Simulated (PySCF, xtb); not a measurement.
CH₅AlClN, SMILES [Cl][Al]([NH2])[CH3].

GFN2-xTB (xtb 6.7.1) at its own geometry gives an orbital gap of 4.45 eV and a dipole moment of 2.26 D.

The structure is a stationary point at B3LYP-D3(BJ)/def2-SVP. The values are those of a single conformer.

What does HF/def2-TZVP in PySCF give? (The exact figures need the calculation; the answer reports its results.)

gap 13.51 eV (levels -11.03 and 2.49 eV), dipole 2.42 D.
